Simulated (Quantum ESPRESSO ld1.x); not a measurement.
The numbers below are computed, except where a source is named.
Problem. The mean radii <r> (bohr) of the occupied orbitals of an atom or ion are listed with their occupations. Code: ld1.x of Quantum ESPRESSO 7.5. Model: scalar-relativistic Kohn-Sham, LDA (Slater exchange, VWN5 correlation), spin-polarised, spherical densities, point nucleus.

orbital  occ.      <r>
1s up       1  0.01579
1s down     1  0.01579
2s up       1  0.06629
2s down     1  0.06627
2p up       3  0.06031
2p down     3  0.06029
3s up       1   0.1667
3s down     1   0.1668
3p up       3   0.1673
3p down     3   0.1675
3d up       5   0.1501
3d down     3   0.1502

Name the element and its charge. Open shells, if any, are filled with parallel spins first.

Solution. Z = 83, bismuth, charge +57: Bi57+ in [Ar] 3d8. The 1s radius gives Z: for a bare nucleus <r> = (2 gamma + 1)/(2Z) with gamma = sqrt(1 - (Z/c)^2), 0.01561 bohr for Z = 83, and screening makes it slightly larger (0.01579 here). The occupations add up to 26, and the charge is Z minus that.
